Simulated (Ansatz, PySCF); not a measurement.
Caution: the restricted solution is unstable towards spin-unrestricted or complex orbitals, so a lower solution exists and this singlet may not be the ground state. This singlet is an excited state, 0.62 eV above the relaxed triplet at the level frozen-core CCSD(T)/cc-pVTZ // PBE0-D3(BJ)/def2-TZVP (Ansatz, a program for electronic structure).

**CH2AlF, SMILES `F[C][AlH2]` (excited singlet) (charge 0, multiplicity 1)**

These are PBE0-D3(BJ)/def2-TZVP in PySCF values and carry that method's errors.

- HOMO = -5.91 eV
- dipole moment = 0.241 e·Å
- HOMO–LUMO gap = 2.75 eV
- LUMO = -3.17 eV
- total energy = -10373.44 eV
- cost = about 13 core-seconds (a rough figure)

```xyz
5

F      2.3212    -0.1856    -0.2116
C      1.1332    -0.1059     0.2426
Al    -0.7171     0.0660    -0.1269
H     -1.2495     1.5351     0.1117
H     -1.4877    -1.3096    -0.0158
```
Charge 0, spin multiplicity 1.
